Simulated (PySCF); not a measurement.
B(Cl)(OH)(OMe) (CH4BClO2), SMILES B(OC)(Cl)O. Atoms are numbered in the order given.

```xyz
9

B      0.0765     0.1869     0.0630
Cl    -0.2037    -0.3431     1.7384
O      0.5989     1.4116    -0.1882
H      0.7776     1.9109     0.6139
O     -0.2485    -0.6661    -0.9187
C     -0.0698    -0.3538    -2.2799
H      0.6482    -1.0607    -2.7232
H     -1.0318    -0.4654    -2.8024
H      0.3016     0.6719    -2.4221
```
Charge 0, spin multiplicity 1.

The structure is a stationary point at PBE0-D3(BJ)/def2-SVP. Other conformers were not sampled.

Calculation: PySCF with PBE/pcSseg-1.

GIAO shieldings, no solvent; atoms alike by connectivity are averaged. δ = σ(ref) − σ: ¹¹B against BF3 (σ = 83.9 ppm); ³⁵Cl against HCl (σ = 936.5 ppm); ¹⁷O against H2O (σ = 334.3 ppm); ¹H against TMS (σ = 31.49 ppm); ¹³C against TMS (σ = 182.0 ppm), references at their B3LYP-D3(BJ)/def2-TZVP geometries, non-relativistic (without spin–orbit terms, shifts of atoms bonded to Cl or Br come out too high).

```json
[
 {"atoms": "B1", "nucleus": "¹¹B", "count": "1", "δ (ppm)": "11.1"},
 {"atoms": "Cl2", "nucleus": "³⁵Cl", "count": "1", "δ (ppm)": "77.1"},
 {"atoms": "O3", "nucleus": "¹⁷O", "count": "1", "δ (ppm)": "138.5"},
 {"atoms": "O5", "nucleus": "¹⁷O", "count": "1", "δ (ppm)": "(withheld)"},
 {"atoms": "H7, H8, H9", "nucleus": "¹H", "count": "3", "δ (ppm)": "(withheld)"},
 {"atoms": "H4", "nucleus": "¹H", "count": "1", "δ (ppm)": "(withheld)"},
 {"atoms": "C6", "nucleus": "¹³C", "count": "1", "δ (ppm)": "56.7"}
]
```

**Question.** What belongs in the gaps? (Estimate from the structure and the level; the computed values follow.)

**Answer.** 
- H7, H8, H9, δ (ppm): 4.21
- O5, δ (ppm): 110.6
- H4, δ (ppm): 4.06
